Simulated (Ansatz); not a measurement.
## Reading a saddle point

A first-order saddle point of BH5SO3, singlet, PBE0-D4/def2-TZVP, with one imaginary mode of 950i cm⁻¹:

| atom | x (Å) | y (Å) | z (Å) |
| --- | --- | --- | --- |
| B1 | 0.1111 | -0.4537 | -0.0601 |
| S2 | 0.7818 | 1.7039 | -0.2087 |
| O3 | 0.4724 | -1.0235 | 1.1364 |
| O4 | 0.4501 | -1.0698 | -1.2437 |
| H5 | -0.8059 | 1.1261 | -0.3091 |
| O6 | -1.3240 | 0.0894 | -0.1666 |
| H7 | 0.6631 | 2.0338 | 1.0877 |
| H8 | 0.1324 | -0.5746 | 1.9110 |
| H9 | 1.2471 | -1.5973 | -1.1639 |
| H10 | -1.7282 | -0.2341 | -0.9832 |

Ansatz 0.2.0; basis: def2-TZVPP and def2-QZVPP; cores frozen in the correlated methods. Extrapolation: Hartree–Fock as exp(−7.88 √X), correlation as X^−2.97.

(1) Which contacts change along the imaginary mode, and what lies on either side? (Judge from chemistry; the calculation decides.)

(2) Which side is lower, and how far does the saddle lie above each? (Judge from chemistry; the value comes from the calculation.)

The T1 diagnostic stays at or below 0.013.

## Answers

(1) By the calculation: The step is BH₃SO₂ ([OH][B]([OH])[SH]) + H₂O → BH₃O₃ ([OH][B]([OH])[OH]) + H₂S, with the molecules in contact on both sides. Shortening one way: B1–O6, S2–H5; lengthening the same way: B1–S2, H5–O6.
```csv
pair,one side (Å),saddle (Å),other side (Å)
B1–O6,3.58,1.54,1.38
S2–H5,3.11,1.69,1.35
B1–S2,1.83,2.26,3.84
H5–O6,0.96,1.17,2.30
```

(2) Computed: The side with B1–O6, S2–H5 short is lower by 17.28 kcal/mol; the saddle lies 40.56 kcal/mol above it and 23.28 kcal/mol above the other (CCSD(T) at an estimated basis limit (MP2 extrapolated from triple and quadruple zeta, plus CCSD(T) − MP2 in triple zeta); electronic energies).

Labels in which every atom is bracketed show which atoms are joined, not bond orders.

For scale, one of the runs: CCSD(T)/def2-TZVPP, 236 basis functions, launched by `ansatz run in.yaml --threads 4 --pin off --events-out ev --progress --plain --max-ram 9574MiB`. Hardware: 4 CPU threads of an Arm Neoverse V2, shared host. Wall time 96 s; peak host memory 4.5 GiB.
